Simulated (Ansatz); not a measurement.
Ansatz (a quantum-chemistry and plane-wave program) input:

Ansatz 0.2 input:
```yaml
crystal:
  periodic: [false, false, false]
  atoms:
    - {symbol: I, position_ang: [2.35809821, -1.08879794, 0.45769637]}
    - {symbol: Si, position_ang: [-0.00000000, -0.00000000, 0.00000000]}
    - {symbol: I, position_ang: [-1.54003672, -1.73390852, -1.25596269]}
    - {symbol: I, position_ang: [-1.11866900, 0.67028309, 2.29235563]}
    - {symbol: I, position_ang: [0.30060750, 2.15242337, -1.49408931]}
basis:
  gaussian:
    orbitals: def2-SVPD
total_charge: -1
magnetization: {spin_polarized: true, initial_magnetization: 1}
correlation: {method: ccsd_t, electrons: outside_noble_gas}
output: {forces: true}
```

### Question
Which total energy does the run end on?

### Answer
-1476.24268 Eh (CCSD(T)/def2-SVPD). The basis has 164 functions.
